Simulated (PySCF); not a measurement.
Species: C6H13FSi2.
Numbering: `[CH3:1][SiH2:2]/[CH:3]=[C:4]1\[CH2:5][CH2:6][SiH2:7][C@@H:8]1[F:9]`

Structure used (GFN2-xTB), in Å, numbered top down from 1:
```
atom  x, y, z in Å
C1     3.802    0.263    0.636
Si2    2.185    0.779   -0.208
C3     0.872   -0.484    0.252
C4    -0.373   -0.529   -0.206
C5    -0.994    0.444   -1.164
C6    -2.292    0.976   -0.535
Si7   -3.031   -0.508    0.408
C8    -1.403   -1.531    0.241
F9    -1.035   -2.180    1.408
H10    4.578    1.007    0.482
H11    4.170   -0.681    0.244
H12    3.669    0.145    1.708
H13    2.388    0.835   -1.665
H14    1.793    2.122    0.255
H15    1.158   -1.248    0.967
H16   -1.233   -0.081   -2.094
H17   -0.301    1.250   -1.400
H18   -2.947    1.401   -1.293
H19   -2.048    1.783    0.157
H20   -4.134   -1.168   -0.294
H21   -3.337   -0.251    1.811
H22   -1.496   -2.326   -0.512
```

NICS = −σ at a ghost point: NICS(0) at the centroid of the ring atoms, NICS(1) 1 Å to either side along the normal of their mean plane, zz for the tensor component along that normal. Level: GIAO PBE0/pcSseg-1 (PySCF, non-relativistic, gas phase) on the GFN2-xTB geometry, one conformer.

Ring bond lengths (Å), with Mayer bond orders in brackets: C4–C5 1.500 (1.01), C5–C6 1.537 (1.01), C6–Si7 1.907 (0.92), Si7–C8 1.930 (0.85), C8–C4 1.505 (0.98).

**Question.** Give the NICS values of each ring in ppm.

**Answer.** 
```json
{"ring": "C4–C5–C6–Si7–C8", "type": "5-membered ring with Si; formal bonds all single", "NICS(0)": "-3.0", "NICS(1), two faces": "-3.2 / -3.8", "NICS(1)zz, two faces": "-0.2 / 0.2", "rms pucker (Å)": "0.19", "centre to ring atoms, mean (Å)": "1.40"}
```

**Question.** What can be read from them?

**Answer.** 
- C4–C5–C6–Si7–C8: mean NICS(1)zz 0.0 ppm, near zero. C5, C6, Si7, C8 have four or more neighbours, and the NICS criterion for π rings isn't applied.

**Question.** At the first NICS(1) probe listed for ring C4–C5–C6–Si7–C8, 1 Å off the ring, how large is the induced field along the normal in 14.1 T applied along it?

**Answer.** NICSzz × B0 = -0.2 ppm × 14.1 T = -3 μT, against the applied field.
